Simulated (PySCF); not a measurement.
Species: C₇H₇N.
Cartesian coordinates in Å at the GFN2-xTB level; atoms count from 1:
```xyz
15
C7H7N angstrom
C     -2.213   -1.583    0.853
C     -1.616   -0.592    0.533
C     -0.869    0.556    0.168
C     -1.436    1.573   -0.476
C      0.590    0.521    0.537
C      1.312   -0.578   -0.262
C      2.701   -0.652    0.108
N      3.802   -0.691    0.412
H     -2.755   -2.439    1.126
H     -0.870    2.444   -0.758
H     -2.481    1.566   -0.733
H      0.694    0.311    1.605
H      1.049    1.489    0.329
H      1.247   -0.368   -1.334
H      0.842   -1.548   -0.070
```

Level of theory: PBE0/def2-SVPD in PySCF (dipole) on a GFN2-xTB geometry, gas phase.

Masses are those of the commonest isotopes; rigid-rotor values at the optimised geometry. The values belong to one conformer with, in the numbering `[CH:1]#[C:2][C:3](=[CH2:4])[CH2:5][CH2:6][C:7]#[N:8]`, C2–C3–C5–C6 66°, C3–C5–C6–C7 -178°.

(1) What are A, B and C (cm⁻¹)?

(2) What kind of rotor is it?

(3) What does the inertial defect say?

(4) Where do the levels up to J = 2 lie, in cm⁻¹?

(5) Which types of transition are allowed, and where do some lines up to J = 4 fall?

## Answers

(1) Ia = 122.99, Ib = 464.94, Ic = 560.06 u·Å²; 505379 MHz·u·Å²/I gives 4109, 1087 and 902.4 MHz, that is A = 0.13706, B = 0.03626, C = 0.03010 cm⁻¹.

(2) An asymmetric top. Ray's parameter κ = (2B − A − C)/(A − C) = -0.885; −1 is the prolate and +1 the oblate limit.

(3) Not planar: Δ = Ic − Ia − Ib = -27.86 u·Å². For a rigid frame Δ = −2 Σ m c², so Σ m c² = 13.93 u·Å² lies off the ab plane: 5.64 from hydrogen and 8.29 from heavier atoms. The atom farthest from that plane is 1.50 Å away.

(4) Above 0(0,0):
J = 1: 1(0,1) 0.0664, 1(1,1) 0.1672, 1(1,0) 0.1733
J = 2: 2(0,2) 0.1988, 2(1,2) 0.2937, 2(1,1) 0.3122, 2(2,1) 0.6146, 2(2,0) 0.6149
The levels of one J sum to (2J + 1)J(J + 1)(A + B + C)/3.

(5) The dipole components are |μa| = 3.92 D, |μb| = 0.49 D, |μc| = 0.91 D. The squared components, which scale the intensities, stand as 1.00 : 0.02 : 0.05 (a : b : c). Some of the stronger lines:

```csv
type,branch,"J(Ka,Kc)",MHz,lower level (cm⁻¹)
a,Q,"2(1,1) ← 2(1,2)",554,0.294
b,R,"2(0,2) ← 1(1,1)",948,0.167
a,Q,"3(1,2) ← 3(1,3)",1108,0.483
a,Q,"4(1,3) ← 4(1,4)",1845,0.736
a,R,"1(0,1) ← 0(0,0)",1989,0.000
a,R,"2(1,2) ← 1(1,1)",3794,0.167
a,R,"2(0,2) ← 1(0,1)",3970,0.066
b,Q,"4(1,3) ← 4(0,4)",4137,0.660
a,R,"2(1,1) ← 1(1,0)",4163,0.173
a,R,"3(1,3) ← 2(1,2)",5686,0.294
a,R,"3(0,3) ← 2(0,2)",5935,0.199
a,R,"3(2,2) ← 2(2,1)",5968,0.615
a,R,"3(2,1) ← 2(2,0)",6001,0.615
a,R,"3(1,2) ← 2(1,1)",6240,0.312
a,R,"4(1,4) ← 3(1,3)",7572,0.483
a,R,"4(0,4) ← 3(0,3)",7876,0.397
a,R,"4(2,3) ← 3(2,2)",7951,0.814
a,R,"4(3,2) ← 3(3,1)",7973,1.333
a,R,"4(3,1) ← 3(3,0)",7974,1.333
a,R,"4(2,2) ← 3(2,1)",8032,0.815
a,R,"4(1,3) ← 3(1,2)",8310,0.520
c,Q,"4(2,3) ← 4(1,3)",8436,0.798
c,R,"3(1,2) ← 2(0,2)",9639,0.199
b,R,"3(2,2) ← 2(1,1)",15034,0.312
b,R,"4(2,2) ← 3(1,3)",17975,0.483
c,R,"4(3,2) ← 3(2,2)",23550,0.814
```

Stationary, but not proved a minimum. No vibrational averaging or centrifugal distortion is included, and the geometry carries the error of its method. Quadrupole hyperfine structure (14N) is left out.

The run took 23 s wall on one thread, Intel Xeon 6975P-C (x86_64) (shared host), and the process peaked at 0.83 GiB of memory. This is the PBE0/def2-SVPD job that gave the dipole, with the excitations it also computed.
